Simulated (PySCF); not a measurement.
# Telling isomers of C₇H₁₁N₃ apart by NMR

Non-relativistic, gas phase, averaged over atoms made equivalent by symmetry, fast rotation or ring inversion, one computed conformer. GIAO PBE0/pcSseg-1 shieldings; PBE0-D3(BJ)/def2-SVP geometry; PySCF.

Referencing at the same level of theory: ¹H (σref 31.27), ¹³C (σref 184.41) against TMS. Where no couplings were computed, multiplicities follow the n + 1 count of equivalent neighbours, and m marks all less simple cases (inequivalent or close neighbours, rings, F or P nearby). Shifts are as computed. Against solution values, carbons near 30 ppm lie about +2 ppm off and those near 130 ppm about +5 ppm (rms about the fit 1.9 ppm; single classes can miss by 10 ppm). Of 1328 compounds with measured shifts, 309 miss one by over three times the rms of a fit or turn the order of signals round; such compounds aren't used in these exercises. Signals without a measured value on file couldn't be tested in this way; 1H shifts scatter by 0.2 ppm about their fit, and single ones miss by 0.5 ppm. OH and NH positions are gas-phase values without hydrogen bonding to other molecules.

(1) Tabulate the signals of `CC(C)(C)c1nccnn1`, `C=Cc1nn[nH]c1C(C)C`, `Cc1cnncc1N(C)C`, `CC(C)(C)c1ccnnn1` and their relative energies.

(2) What is the quickest way to tell C=Cc1nn[nH]c1C(C)C from Cc1cnncc1N(C)C?

(3) What is the quickest way to tell Cc1cnncc1N(C)C from CC(C)(C)c1ccnnn1?

(4) What is the quickest way to tell CC(C)(C)c1nccnn1 from CC(C)(C)c1ccnnn1?

## Answers

(1) 
```tsv
SMILES	carbon types	δC	δH	E rel. (kcal/mol)
CC(C)(C)c1nccnn1	2×C 2×CH 3×CH3	184.1, 153.1, 150.4, 40.4, 31.5	9.21 (d, 1H), 8.31 (d, 1H), 1.56 (s, 9H)	0.0
C=Cc1nn[nH]c1C(C)C	2×C 2×CH 1×CH2 2×CH3	142.8, 141.2, 129.8, 123.0, 25.0, 24.9	10.27 (br s, 1H), 6.99 (m, 1H), 6.51 (m, 1H), 5.64 (m, 1H), 2.90 (sept, 1H), 1.23 (d, 6H)	4.2
Cc1cnncc1N(C)C	2×C 2×CH 3×CH3	156.8, 150.2, 145.8, 127.3, 40.8, 18.3	8.85 (s, 1H), 8.69 (s, 1H), 2.69 (s, 6H), 2.17 (s, 3H)	7.5
CC(C)(C)c1ccnnn1	2×C 2×CH 3×CH3	174.4, 153.0, 115.3, 37.6, 30.8	8.88 (d, 1H), 6.97 (d, 1H), 1.50 (s, 9H)	16.4
```

Energies are electronic energies at PBE0/pcSseg-1 on these geometries, without zero-point or thermal terms, each for the one conformer computed, which needn't be the lowest.

(2) Both give the same number of carbon signals, but DEPT or the intensities differ. The first has a terminal =CH2 carbon at 123.0 ppm, the second an aromatic CH next to a ring nitrogen at 156.8 ppm. Their most deshielded carbons lie at 142.8 and 156.8 ppm. In the proton spectra the most deshielded non-exchanging signals are 6.99 (m, 1H) and 8.85 (s, 1H).

(3) Count the carbon signals: 6 against 5. The first has a substituted aromatic carbon (C) at 127.3 ppm, the second a quaternary sp3 carbon on an aromatic ring (C) at 37.6 ppm. Their most deshielded carbons lie at 156.8 and 174.4 ppm.

(4) Both give the same number of carbon signals, with the same numbers of each carbon type, so the positions decide. The first has a substituted aromatic carbon next to a ring nitrogen (C) at 184.1 ppm, the second an aromatic CH at 115.3 ppm. Their most deshielded carbons lie at 184.1 and 174.4 ppm.
